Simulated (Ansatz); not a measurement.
Cost and result for the atomization energy of `C=[N][SnH]([CH3])[OH]` (12 atoms, 11 bonds).

```json
{"atom": "C1", "x (Å)": "1.320", "y (Å)": "-0.375", "z (Å)": "-1.989"}
{"atom": "N2", "x (Å)": "0.114", "y (Å)": "-0.177", "z (Å)": "-1.685"}
{"atom": "Sn3", "x (Å)": "-0.328", "y (Å)": "0.748", "z (Å)": "0.094"}
{"atom": "C4", "x (Å)": "-1.575", "y (Å)": "-0.555", "z (Å)": "1.225"}
{"atom": "O5", "x (Å)": "1.382", "y (Å)": "1.047", "z (Å)": "1.041"}
{"atom": "H6", "x (Å)": "1.563", "y (Å)": "-0.874", "z (Å)": "-2.938"}
{"atom": "H7", "x (Å)": "2.188", "y (Å)": "-0.084", "z (Å)": "-1.376"}
{"atom": "H8", "x (Å)": "-0.930", "y (Å)": "2.308", "z (Å)": "-0.224"}
{"atom": "H9", "x (Å)": "-2.500", "y (Å)": "-0.740", "z (Å)": "0.678"}
{"atom": "H10", "x (Å)": "-1.063", "y (Å)": "-1.505", "z (Å)": "1.380"}
{"atom": "H11", "x (Å)": "-1.810", "y (Å)": "-0.108", "z (Å)": "2.190"}
{"atom": "H12", "x (Å)": "1.640", "y (Å)": "0.314", "z (Å)": "1.604"}
```

Total charge 0; spin multiplicity 1. Correlated methods include outer-core shells of Sn, which these sets cover unevenly. Sn takes the def2 core potential. The geometry is a stationary point of PBE0-D4/def2-TZVP. It is one conformer, not always the lowest. Program: Ansatz. All runs use 4 threads of an AMD EPYC on a shared host. Times are those of one run each, without the atoms' runs, and a repeat can differ threefold. Electronic energies, without spin–orbit coupling; frozen cores. CCSD(T)/CBS adds CCSD(T) − MP2 in def2-TZVPP to the MP2 limit, and its time is that of the two runs behind it. T1 = 0.014. With those shells the extrapolation isn't a true limit. B3LYP takes the VWN-RPA correlation (the form of Gaussian; ORCA's B3LYP/G).

CCSD(T)/CBS is a level of theory with its own doubt, some kJ/mol a heavy atom from the limit and from the frozen cores, so smaller differences don't rank the functionals.

| level | functions | wall time |
| --- | --- | --- |
| PBE-D4/def2-TZVPP (with forces) | 272 | 4.6 s |
| PBE0-D4/def2-TZVPP | 272 | 6 s |
| r2SCAN-D4/def2-TZVPP (with forces) | 272 | 7.5 s |
| B3LYP-D4/def2-TZVPP (with forces) | 272 | 11 s |
| B2PLYP/def2-TZVPP | 272 | 14 s |
| ωB97X-V/def2-TZVPP | 272 | 14 s |
| ωB97M-V/def2-TZVPP (with forces) | 272 | 19 s |
| MP2/def2-QZVPP | 520 | 58 s |
| CCSD(T)/def2-TZVPP | 272 | 10 min |
| CCSD(T)/CBS(def2) | – | 11 min |

(1) What atomization energy does each give, and how far from CCSD(T)/CBS? (An estimate is asked.)

Answers

(1) The calculation gave: 
| level | atomization (kJ/mol) | difference from CCSD(T)/CBS | per bond |
| --- | --- | --- | --- |
| PBE-D4/def2-TZVPP (with forces) | 4317.6 | 64.0 | 5.8 |
| PBE0-D4/def2-TZVPP | 4212.0 | -41.6 | -3.8 |
| r2SCAN-D4/def2-TZVPP (with forces) | 4217.1 | -36.5 | -3.3 |
| B3LYP-D4/def2-TZVPP (with forces) | 4226.5 | -27.1 | -2.5 |
| B2PLYP/def2-TZVPP | 4180.7 | -72.9 | -6.6 |
| ωB97X-V/def2-TZVPP | 4244.7 | -8.9 | -0.8 |
| ωB97M-V/def2-TZVPP (with forces) | 4233.7 | -19.9 | -1.8 |
| MP2/def2-QZVPP | 4249.2 | -4.4 | -0.4 |
| CCSD(T)/def2-TZVPP | 4124.3 | -129.3 | -11.8 |
| CCSD(T)/CBS(def2) | 4253.6 | 0.0 | 0.0 |

The D4 term adds +38.6 kJ/mol with B3LYP and +20.5 kJ/mol with PBE0; it sums over pairs of atoms, weighted by their polarisabilities, and B3LYP, whose exchange is more repulsive, gets the larger term. In def2-TZVPP, CCSD(T) changes the Hartree–Fock value by +1217.7 kJ/mol (the triples alone add +77.1 kJ/mol) and MP2 by +1265.1 kJ/mol; breaking electron pairs costs correlation energy, which Hartree–Fock lacks. From PBE to PBE0 (25 % exact exchange), in def2-TZVPP and without D4, the atomization energy moves by −102.1 kJ/mol: exact exchange takes away binding that semilocal exchange gives to molecules.

Spin–orbit coupling would lower the free Sn atoms strongly, and the atomization energy with them, by more than many differences here. For some Ge, Se and Sn compounds the MP2-based and the directly extrapolated limit differ by 10 to 25 kJ/mol.
